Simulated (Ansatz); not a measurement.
Q: Predict a relaxed structure of Mg4⁺, charge 1, doublet, at PBE0/def2-TZVP (Ansatz).

A: 
Cartesian coordinates in Å:
```
Mg 1.804 0.554 0.613
Mg 0.240 -1.970 0.048
Mg -0.952 0.154 -1.735
Mg -1.092 1.262 1.074
```
Point group D2d (tolerance 0.1 Å). This is one stationary point.

The relaxation made no stability test and no search for a lower SCF solution. The structure comes from a short search, and lower isomers may exist.
